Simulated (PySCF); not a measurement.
SMILES F[Te]F, PBE0/def2-SVP optimised geometry. Atoms within 1.6 Å of the plane z = 0.0 Å (x, y, z in Å): Te1 (-0.86, -0.96, 0.00), F2 (1.07, -0.96, 0.00), F3 (-1.07, 0.96, 0.00).

Calculation: PBE0/def2-TZVP, def2 effective core potentials past Kr run with PySCF. The core electrons that the potentials of Te replace are not part of the density. Cells within 0.4 Å of a nucleus heavier than hydrogen are left out (blank, or x).

Map of the deformation density (molecule minus spherical neutral atoms) (e/bohr³) on the plane z = 0.0 Å:

```
|555555555555555555555555555|
|555555555555555555555555555|
|555555555555555555555555555|
|555555555555555555555555555|
|555555555555555555555555555|
|555555555555555555555555555|
|555555555555555555555555555|
|555555554445555555555555555|
|555555554x56555555555555555|
|55555567xxx7655555555555555|
|55555567xxx7655555555555555|
|555555565056554555555555555|
|555554557775444455555555555|
|555544444543234555555555555|
|555444323332124566555555555|
|555443335556235769755555555|
|555443355xxx4366xxx34555555|
|555444464xxx4476xxx34555555|
|5554444553x533576x745555555|
|555444455665334666655555555|
|555544444543334555555555555|
|555554444443344555555555555|
|555555444444444555555555555|
|555555544444445555555555555|
|555555555545555555555555555|
|555555555555555555555555555|
|555555555555555555555555555|
```
Scale: ten equal steps from -0.041 (start of '0') to 0.036 (end of '9'), in the order '0123456789'; x runs from -3.50 to 3.50, y from -3.50 (bottom) to 3.50 (top).
